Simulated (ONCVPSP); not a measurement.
**Scattering properties, ONCV potential for lithium**

Li (Z = 3), optimised norm-conserving Vanderbilt (ONCV), made with ONCVPSP 4.0.1 (LDA (Perdew-Wang 92), scalar-relativistic). Core [He], reference 2s0.5 (charge +0.5). Waves: 2s: rc 2.20 bohr, ncon 4, nbas 7, qcut 2.5 1/bohr, 1 projector; p scattering state at 0.14 Ha: rc 1.95 bohr, ncon 4, nbas 7, qcut 5.2 1/bohr, 2 projectors, debl 3.2 Ha; d scattering state at 0.08 Ha: rc 2.35 bohr, ncon 4, nbas 9, qcut 4.6 1/bohr, 2 projectors, debl 2.7 Ha. Local part: polynomial inside 1.50 bohr (lpopt 5, dvloc0 1 Ha). Core correction: Teter function fitted to the true core (icmod 2), fcfact 0.2.

The phase is arctan(r·R′/R) of the radial function R(r), unwrapped; energies in Ha, scanned from -2 to 5 Ha. A pole is an energy at which the radial function vanishes at the test radius. The pseudo phase is shifted by a multiple of π to meet the all-electron one at the reference energy, and phase errors are pseudo minus all-electron; the curves can meet again beyond the range given. Levels narrower than the energy grid can be missing from the lists of poles.

**Question.** For each channel, where are the poles, and over which energies does the pseudopotential scatter like the atom?

**Answer.**

```
channel  radius (bohr)  reference energy (Ha)  poles, all-electron  poles, pseudo  unbroken range about the reference energy with phases within 0.05 rad  phase error 1 Ha above the reference energy (rad)
      s           2.24                  -0.20                 1.26     0.93, 3.16                                                            -1.8 to 0.7                                             -0.065
      p           1.98                   0.14                 1.22           1.22                                                        the whole range                                             +0.000
      d           2.39                   0.08                 2.10           2.10                                                        the whole range                                             +0.000
```

Phases in the d channel:

| E (Ha) | all-electron | pseudo |
| --- | --- | --- |
| -1.98 | 1.324 | 1.325 |
| -1.80 | 1.312 | 1.312 |
| -1.62 | 1.297 | 1.297 |
| -1.44 | 1.280 | 1.280 |
| -1.26 | 1.259 | 1.260 |
| -1.08 | 1.235 | 1.235 |
| -0.90 | 1.205 | 1.205 |
| -0.72 | 1.166 | 1.166 |
| -0.54 | 1.116 | 1.116 |
| -0.36 | 1.048 | 1.048 |
| -0.18 | 0.951 | 0.951 |
| 0.00 | 0.801 | 0.801 |
| 0.18 | 0.559 | 0.559 |
| 0.36 | 0.169 | 0.169 |
| 0.54 | -0.338 | -0.338 |
| 0.72 | -0.766 | -0.766 |
| 0.90 | -1.039 | -1.039 |
| 1.08 | -1.207 | -1.207 |
| 1.26 | -1.318 | -1.318 |
| 1.44 | -1.396 | -1.396 |
| 1.62 | -1.456 | -1.456 |
| 1.80 | -1.504 | -1.504 |
| 1.98 | -1.546 | -1.546 |
| 2.16 | -1.584 | -1.584 |
| 2.34 | -1.622 | -1.622 |
| 2.52 | -1.662 | -1.662 |
| 2.70 | -1.708 | -1.708 |
| 2.88 | -1.765 | -1.765 |
| 3.06 | -1.845 | -1.845 |
| 3.24 | -1.974 | -1.974 |
| 3.42 | -2.225 | -2.223 |
| 3.60 | -2.805 | -2.795 |
| 3.78 | -3.659 | -3.645 |
| 3.96 | -4.123 | -4.114 |
| 4.14 | -4.327 | -4.321 |
| 4.32 | -4.435 | -4.430 |
| 4.50 | -4.502 | -4.498 |
| 4.68 | -4.549 | -4.544 |
| 4.86 | -4.583 | -4.579 |
